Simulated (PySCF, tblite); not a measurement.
Isomers of C6H10OSi. Method: GFN2-xTB as coded in tblite; computed harmonic values from a numerical Hessian at the method's own geometry, unscaled. Errors from tens to a few hundred cm⁻¹ against measured bands are possible. Modes of hydrogen on silicon can be 10 to 20 % off. One conformer each.

Electronic energies: PBE0/pcSseg-1 single points on the GFN2-xTB geometries (PySCF, gas phase).

```json
{"SMILES": "C=C/C=C\\C=C/O[SiH3]", "electronic energy, lowest = 0 (kJ/mol)": "132.3"}
{"SMILES": "C=C[SiH2]OC1=CCC1", "electronic energy, lowest = 0 (kJ/mol)": "154.2"}
{"SMILES": "C=C/C=C/C=C\\O[SiH3]", "electronic energy, lowest = 0 (kJ/mol)": "134.3"}
{"SMILES": "C[SiH2]c1ccc(C)o1", "electronic energy, lowest = 0 (kJ/mol)": "24.2"}
{"SMILES": "C=C/C=C\\C(=C)O[SiH3]", "electronic energy, lowest = 0 (kJ/mol)": "134.6"}
{"SMILES": "CO[Si]1(C)C=CC=C1", "electronic energy, lowest = 0 (kJ/mol)": "0.0"}
{"SMILES": "C#C[C@H](C)C(=O)C[SiH3]", "electronic energy, lowest = 0 (kJ/mol)": "225.6"}
{"SMILES": "C1=CC1OC1C[SiH2]C1", "electronic energy, lowest = 0 (kJ/mol)": "352.4"}
```

**Question.** How do GFN2-xTB zero-point energies change the relative energies?

**Answer.** 
```tsv
SMILES	ZPE (kJ/mol)	of it from modes above 1550 cm⁻¹	electronic (kJ/mol)	with ZPE, lowest = 0 (kJ/mol)	lowest mode (cm⁻¹)	rings
CO[Si]1(C)C=CC=C1	374.1	200.8	0.0	0.0	70	1
C[SiH2]c1ccc(C)o1	363.7	182.8	24.2	13.8	21	1
C=C/C=C\C=C/O[SiH3]	353.0	199.1	132.3	111.2	7	0
C=C/C=C/C=C\O[SiH3]	353.5	198.7	134.3	113.7	61	0
C=C/C=C\C(=C)O[SiH3]	353.0	200.2	134.6	113.5	43	0
C=C[SiH2]OC1=CCC1	362.2	192.3	154.2	142.3	27	1
C#C[C@H](C)C(=O)C[SiH3]	351.2	193.2	225.6	202.8	8i	0
C1=CC1OC1C[SiH2]C1	360.5	182.8	352.4	338.8	28	2
```

The zero-point energies span 22.9 kJ/mol, from `C#C[C@H](C)C(=O)C[SiH3]` to `CO[Si]1(C)C=CC=C1`. Slightly imaginary modes are left out of the zero-point energy: `C#C[C@H](C)C(=O)C[SiH3]` 8.3i cm⁻¹. The lowest isomer stays, but the order above it changes.

**Question.** And how do the electronic energies of GFN2-xTB itself compare?

**Answer.** `CO[Si]1(C)C=CC=C1` 71.0; `C[SiH2]c1ccc(C)o1` 0.0; `C=C/C=C\C=C/O[SiH3]` 20.9; `C=C/C=C/C=C\O[SiH3]` 12.1; `C=C/C=C\C(=C)O[SiH3]` 19.0; `C=C[SiH2]OC1=CCC1` 57.3; `C#C[C@H](C)C(=O)C[SiH3]` 172.2; `C1=CC1OC1C[SiH2]C1` 308.8 kJ/mol, lowest = 0. Against the energies above, taken from the same isomer `CO[Si]1(C)C=CC=C1`, the largest difference is 193.2 kJ/mol.

**Question.** What do entropy and thermal enthalpy add at 298.15 K and 1 bar (rigid rotor, harmonic oscillator, one conformer each)?

**Answer.** 
```
              SMILES  point group  symmetry number  S (J/(mol K))  H − H(0) (kJ/mol)  ZPE + H − H(0) − TS (kJ/mol)
   CO[Si]1(C)C=CC=C1           Cs                1          417.8              29.54                         279.0
C=C/C=C\C(=C)O[SiH3]           Cs                1          419.8              29.58                         257.4
  C1=CC1OC1C[SiH2]C1           C1                1          399.8              26.55                         267.8
```

Not tabulated: `C[SiH2]c1ccc(C)o1` (lowest mode only 21 cm⁻¹); `C=C/C=C\C=C/O[SiH3]` (lowest mode only 7 cm⁻¹); `C=C/C=C/C=C\O[SiH3]` (point group not settled); `C=C[SiH2]OC1=CCC1` (point group not settled); `C#C[C@H](C)C(=O)C[SiH3]` (lowest mode only 8i cm⁻¹).
